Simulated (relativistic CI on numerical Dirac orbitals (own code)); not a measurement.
## d2 in a ligand field

Computed with a parametric ligand-field model of a d^n configuration (Racah B and C, spin-orbit zeta, crystal field), exact diagonalisation.

Field parameters in Wybourne normalisation: Oh B⁴₀ = 21Dq, B⁴₄ = √(5/14) B⁴₀; Td as Oh with Dq negative (B⁴₀ = 21Dq, B⁴₄ = √(5/14) B⁴₀). The field is a parameter set, without covalency.

Q: Lowest levels for B = 920, C = 3240, ζ = 690 cm⁻¹, Oh, 10Dq = 25200 cm⁻¹?

A: E 0 (S 1.00), T2 32 (S 1.00), T1 940 (S 1.00), A1 1372 (S 1.00), T2 12936 (S 0.02), E 13202 (S 0.01), A2 23507 (S 1.00), T2 23722 (S 1.00), T1 24027 (S 1.00) cm⁻¹, with S from ⟨S²⟩ = S(S + 1). The ground level has 0.03 electrons in the cubic e pair.

Q: Lowest levels for B = 530, C = 2240, ζ = 850 cm⁻¹, Td, 10Dq = -10350 cm⁻¹?

A: T2 0 (S 1.00), E 8023 (S 0.32), A2 10108 (S 1.00), T2 10288 (S 1.00), T1 10631 (S 1.00), E 11025 (S 0.86), A1 14283 (S 0.50), T2 15286 (S 1.00), E 15471 (S 0.99) cm⁻¹, with S from ⟨S²⟩ = S(S + 1). The ground level has 1.98 electrons in the cubic e pair.

Q: Lowest levels for B = 480, C = 2440, ζ = 700 cm⁻¹, Oh, 10Dq = 23500 cm⁻¹?

A: E 0 (S 1.00), T2 28 (S 1.00), T1 902 (S 1.00), A1 1286 (S 1.00), T2 8415 (S 0.02), E 8510 (S 0.01), A1 18651 (S 0.02), A2 22520 (S 1.00), T2 22709 (S 1.00) cm⁻¹, with S from ⟨S²⟩ = S(S + 1). The ground level has 0.02 electrons in the cubic e pair.

Q: Lowest levels for B = 740, C = 3240, ζ = 830 cm⁻¹, Oh, 10Dq = 26900 cm⁻¹?

A: E 0 (S 1.00), T2 39 (S 1.00), T1 1104 (S 1.00), A1 1592 (S 1.00), T2 11813 (S 0.02), E 11995 (S 0.01), A2 25471 (S 1.00), T2 25714 (S 1.00), A1 25861 (S 0.03) cm⁻¹, with S from ⟨S²⟩ = S(S + 1). The ground level has 0.02 electrons in the cubic e pair.

Q: Lowest levels for B = 660, C = 3110, ζ = 240 cm⁻¹, Oh, 10Dq = 27350 cm⁻¹?

A: E 0 (S 1.00), T2 3 (S 1.00), T1 298 (S 1.00), A1 441 (S 1.00), T2 10601 (S 0.00), E 10703 (S 0.00), A1 23824 (S 0.00), A2 25870 (S 1.00), T2 25932 (S 1.00) cm⁻¹, with S from ⟨S²⟩ = S(S + 1). The ground level has 0.01 electrons in the cubic e pair.
